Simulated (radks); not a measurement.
Task: Radial electron density D(r) = 4 pi r^2 rho(r) of an atom or ion with 54 electrons. Calculated with a radial shooting solver on a logarithmic mesh with Libxc functionals: Dirac Kohn-Sham, LDA (Slater exchange, Perdew-Wang correlation), spin-unpolarised, spherical densities, point nucleus.

```
   r/bohr * D(r) (the largest magnitude, 93.2, reaches the edge; | marks zero)
 0.005644 |                  *
 0.006676 |                      *
 0.007834 |                          *
 0.009268 |                               *
  0.01096 |                                   *
  0.01287 |                                       *
  0.01522 |                                         *
    0.018 |                                          *
   0.0213 |                                         *
  0.02499 |                                        *
  0.02956 |                                      *
  0.03497 |                                     *
  0.04104 |                                     *
  0.04855 |                                         *
  0.05743 |                                              *
  0.06793 |                                                    *
  0.07972 |                                                      *
  0.09431 |                                                    *
   0.1116 |                                              *
   0.1309 |                                         *
   0.1549 |                                       *
   0.1832 |                                          *
   0.2167 |                                             *
   0.2543 |                                            *
   0.3008 |                                    *
   0.3559 |                         *
   0.4176 |                 *
    0.494 |               *
   0.5844 |                 *
   0.6913 |                 *
   0.8112 |              *
   0.9596 |         *
    1.135 |      *
    1.332 |    *
    1.576 |   *
    1.864 |  *
    2.205 | *
    2.588 |*
    3.061 |*
    3.621 *
    4.249 *
    5.027 *
    5.946 *
    7.034 *
    8.255 *
    9.765 *
    11.55 *
    13.56 *
    16.04 *
    18.97 *
    22.44 *
```

What is the nuclear charge?

Result: Z = 55. The innermost maximum, from 1s, lies near gamma/Z bohr with gamma = sqrt(1 - (Z/c)^2) = 0.916, here 0.0167 bohr (found: 0.0184), and its height grows with Z. The density is that of the caesium ion Cs+ in [Kr] 4d10 5s2 5p5 5f1; the configuration itself is not fixed sharply by these data, and Z only to a few units. D(r) has 5 maxima, at r = 0.0184, 0.0810, 0.229, 0.648, 9.38 bohr, and minima at 0.0358, 0.151, 0.478, 5.07 bohr, inside which lie 2.03, 11.17, 29.02, 53.08 electrons.
